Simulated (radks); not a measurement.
The numbers below are computed, except where a source is named.
Initial-state core-level shifts of the holmium ion Ho+ when its valence configuration changes from [Xe] 4f11 6s1. Level of theory: scalar-relativistic Kohn-Sham, BLYP, spin-unpolarised, spherical densities, finite nucleus; Fermi nuclear charge, rms radius 5.2022 fm (a radial shooting solver on a logarithmic mesh with Libxc functionals). Shifts are changes of the shell-averaged eigenvalues in eV (positive: less bound); the change of the density at the nucleus, which sets a Mossbauer isomer shift, is in e/bohr^3, on a base of 8.477e+05.

| valence | 1s | 4s | 5s | 5p | density at nucleus |
|---|---|---|---|---|---|
| 4f10 6s1 6p1 | -10.109 | -11.091 | -7.574 | -6.635 | +45.20 |
| 4f10 6s2 | -8.741 | -9.735 | -6.218 | -5.311 | +89.61 |
| 4f10 5d1 6s1 | -6.590 | -7.534 | -3.971 | -3.213 | +35.27 |
| 4f8 5d2 6s2 | -24.975 | -28.065 | -14.399 | -11.758 | +189.56 |
| 4f8 5d2 6s1 6p1 | -26.288 | -29.370 | -15.683 | -13.020 | +137.09 |
| 4f11 5d1 | +1.402 | +1.443 | +1.604 | +1.517 | -39.96 |
| 4f11 6p1 | -1.376 | -1.355 | -1.404 | -1.380 | -38.92 |
| 4f11 6s0.5 6p0.5 | -0.697 | -0.686 | -0.711 | -0.699 | -18.91 |
| 4f9 5d2 6s1 | -14.102 | -16.085 | -7.938 | -6.345 | +77.37 |
